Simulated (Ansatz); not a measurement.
One change: `BC(O)=[Se]` becomes `OC(S)=[Se]`.

Ansatz, PBE0-D4/def2-TZVP geometries, multiplicity 1. Each molecule was computed in one conformer, which needn't be the lowest.

Scalar relativity is left out up to krypton.

```csv
property,`BC(O)=[Se]`
HOMO energy (PBE0/def2-TZVPP) / eV,-7.34
LUMO energy (PBE/def2-TZVPP) / eV,-2.85
LUMO energy (B3LYP/def2-TZVPP) / eV,-2.17
zero-point energy (PBE0-D4/def2-TZVP) / kJ/mol,110.5
LUMO energy (ωB97M-V/def2-TZVPP) / eV,0.15
"ideal-gas entropy at 298 K and 1 bar (rigid rotor, harmonic PBE0-D4/def2-TZVP) / J/(mol·K)",300
```

**Question.** What does the change do to each property? (Estimate.)

**Answer.** Ansatz gave: 
```
                                                                                  property  `OC(S)=[Se]`  shift
                                                        HOMO energy (PBE0/def2-TZVPP) / eV         -6.60   0.74
                                                         LUMO energy (PBE/def2-TZVPP) / eV         -2.65   0.20
                                                       LUMO energy (B3LYP/def2-TZVPP) / eV         -2.04   0.13
                                            zero-point energy (PBE0-D4/def2-TZVP) / kJ/mol          81.7  -28.8
                                                     LUMO energy (ωB97M-V/def2-TZVPP) / eV          0.22   0.07
ideal-gas entropy at 298 K and 1 bar (rigid rotor, harmonic PBE0-D4/def2-TZVP) / J/(mol·K)           308      8
```

With PBE0 the HOMO rises by 0.74 eV and the LUMO rises by 0.12 eV, so the gap narrows by about 0.62 eV. PBE moves the HOMO by 0.80 eV and ωB97M-V by 0.68 eV. The zero-point energy changes by -28.8 kJ/mol with -3 modes.

B3LYP here is the variant with VWN-RPA as its local correlation; programs differ in this.

Spin–orbit coupling is left out; it splits and shifts lone-pair levels of the heavy atoms by tenths of an eV.
